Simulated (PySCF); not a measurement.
**Co(10+): ionisation energy**

Co(10+) [Ne] 3s2 3p5 (2P) → Co(11+) [Ne] 3s2 3p4 (3P), as a difference of total energies. All numbers are calculated (PySCF 2.14, the spin-free X2C one-electron Hamiltonian (Gaussian nucleus), in an uncontracted even-tempered set (19 s from 0.49 bohr⁻², ratio 2.5; 12 p from 0.64 bohr⁻², ratio 2.5; 5 d from 5 bohr⁻², ratio 2.7; 4 f from 7.4 bohr⁻², ratio 2.7)). Correlated levels: outer shells: 1s2 frozen; virtual orbitals above 40 to 60 times the deepest correlated orbital energy dropped. The calculations carry no spin-orbit coupling.

```json
{"method": "UHF", "ionisation energy (eV)": "303.83"}
{"method": "MP2 (outer shells)", "ionisation energy (eV)": "304.76"}
{"method": "SCS-MP2 (outer shells)", "ionisation energy (eV)": "304.71"}
{"method": "CCSD (outer shells)", "ionisation energy (eV)": "304.68"}
{"method": "CCSD(T) (outer shells)", "ionisation energy (eV)": "304.69"}
```

Question: How much does correlation contribute at CCSD(T) (outer shells)?

Answer: 304.69 − (303.83) = 0.86 eV, measured against UHF.

A first-order spin-orbit estimate (lowest level to lowest level, LS coupling) adds -0.035 eV.

For comparison: 305.32 ± 0.23 eV (semi-empirical (NIST evaluation); NIST Atomic Spectra Database, ionization energies).
